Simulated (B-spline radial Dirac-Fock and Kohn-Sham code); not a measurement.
Z = 67 (holmium), transition energy 100 keV. These are calculated numbers from a radial atomic solver; the model is a Dirac-Hartree-Slater potential of the neutral atom with a Latter tail (no hole, which puts coefficients of high multipoles low close above an edge), finite nucleus with surface currents. Subshells that would emit electrons below 1 keV are left out.

Problem. A pure transition shows α(K) = 374, L1/L2 = 4.48 and L1/L3 = 0.412. What is its multipolarity?
A. M2
B. M3
C. M1
D. E2
E. E4
F. M4
G. E1
H. E3

Solution. F. For comparison, α(K), L1/L2, L1/L3 are E1 0.264, 4.17, 3.48; E2 1.09, 0.162, 0.165; E3 3.57, 0.0260, 0.0298; E4 11.4, 0.0208, 0.0252; M1 2.21, 11.3, 73.8; M2 18.2, 8.34, 4.87; M3 87.2, 5.89, 0.966.
